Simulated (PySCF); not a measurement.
## Two-component Hartree-Fock for Ag+ (silver, charge +1)

Start: [Kr] 4d9 5p1; 4d3/2 filled at m_j = -3/2, -1/2, +1/2, +3/2; 4d5/2 filled at m_j = -3/2, -1/2, +1/2, +3/2, +5/2; 5p3/2 filled at m_j = +3/2. Calculated with PySCF 2.14 in x2c-TZVPall-2c (8s9p7d1f, 77 functions): generalised Hartree-Fock with the X2C-1e Hamiltonian and a Gaussian nucleus; one run each with spin-orbit coupling (SO) switched off, then screened by Boettger's factors. This is a chosen level, not necessarily the ground level.

```json
{"spinor shell": "1s1/2", "electrons": "2", "ε, spin-free (eV)": "-25660.5", "ε, screened SO (eV)": "-25658.6", "weight of nominal j (screened SO)": "1.000", "rms radius, screened SO (bohr)": "0.0357"}
{"spinor shell": "2s1/2", "electrons": "2", "ε, spin-free (eV)": "-3877.0", "ε, screened SO (eV)": "-3876.5", "weight of nominal j (screened SO)": "1.000", "rms radius, screened SO (bohr)": "0.146"}
{"spinor shell": "2p1/2", "electrons": "2", "ε, spin-free (eV)": "-3472.1", "ε, screened SO (eV)": "-3593.6", "weight of nominal j (screened SO)": "1.000", "rms radius, screened SO (bohr)": "0.127"}
{"spinor shell": "3s1/2", "electrons": "2", "ε, spin-free (eV)": "-759.86", "ε, screened SO (eV)": "-759.75", "weight of nominal j (screened SO)": "1.000", "rms radius, screened SO (bohr)": "0.392"}
{"spinor shell": "3p1/2", "electrons": "2", "ε, spin-free (eV)": "-623.58", "ε, screened SO (eV)": "-645.81", "weight of nominal j (screened SO)": "1.000", "rms radius, screened SO (bohr)": "0.387"}
{"spinor shell": "3p3/2", "electrons": "4", "ε, spin-free (eV)": "-623.58", "ε, screened SO (eV)": "-613.32", "weight of nominal j (screened SO)": "1.000", "rms radius, screened SO (bohr)": "0.398"}
{"spinor shell": "3d3/2", "electrons": "4", "ε, spin-free (eV)": "-409.08", "ε, screened SO (eV)": "-413.05", "weight of nominal j (screened SO)": "0.999", "rms radius, screened SO (bohr)": "0.374"}
{"spinor shell": "3d5/2", "electrons": "6", "ε, spin-free (eV)": "-409.08", "ε, screened SO (eV)": "-406.36", "weight of nominal j (screened SO)": "0.999", "rms radius, screened SO (bohr)": "0.377"}
{"spinor shell": "4s1/2", "electrons": "2", "ε, spin-free (eV)": "-130.89", "ε, screened SO (eV)": "-130.91", "weight of nominal j (screened SO)": "1.000", "rms radius, screened SO (bohr)": "0.976"}
{"spinor shell": "4p1/2", "electrons": "2", "ε, spin-free (eV)": "-89.010", "ε, screened SO (eV)": "-93.494", "weight of nominal j (screened SO)": "0.988", "rms radius, screened SO (bohr)": "1.05"}
{"spinor shell": "4p3/2", "electrons": "4", "ε, spin-free (eV)": "-89.010", "ε, screened SO (eV)": "-86.973", "weight of nominal j (screened SO)": "0.994", "rms radius, screened SO (bohr)": "1.08"}
{"spinor shell": "4d3/2", "electrons": "4", "ε, spin-free (eV)": "-28.171", "ε, screened SO (eV)": "-28.848", "weight of nominal j (screened SO)": "0.905", "rms radius, screened SO (bohr)": "1.42"}
{"spinor shell": "4d5/2", "electrons": "5", "ε, spin-free (eV)": "-28.171", "ε, screened SO (eV)": "-27.760", "weight of nominal j (screened SO)": "0.924", "rms radius, screened SO (bohr)": "1.44"}
{"spinor shell": "5p3/2", "electrons": "1", "ε, spin-free (eV)": "-10.394", "ε, screened SO (eV)": "-10.309", "weight of nominal j (screened SO)": "1.000", "rms radius, screened SO (bohr)": "4.06"}
```

(1) Where does 2p3/2 lie, and what is the 2p spin-orbit splitting (screened SO)?

```json
{"quantity": "E (hartree)", "spin-free": "-5311.75065", "screened SO": "-5312.73882"}
{"quantity": "M_J", "spin-free": "4", "screened SO": "4"}
{"quantity": "⟨J²⟩", "spin-free": "20.020", "screened SO": "20.021"}
{"quantity": "⟨L²⟩", "spin-free": "12.015", "screened SO": "12.030"}
{"quantity": "⟨S²⟩", "spin-free": "2.004", "screened SO": "2.019"}
```

Each row is a mean over spinors that exchange with the open shell spreads, by up to 5.620 eV (4p3/2).

Breit and QED terms are absent; they matter most for the inner s and p1/2 levels.

Densities and radii are taken from the X2C orbitals without a picture-change correction, which distorts them close to the nucleus.

Without spin-orbit coupling the j labels of p, d and f shells carry no meaning; the spin-free column gives the mean over the occupied spinors of each nl shell.

## Answers

(1) At -3416.2 eV, 177.47 eV above 2p1/2.
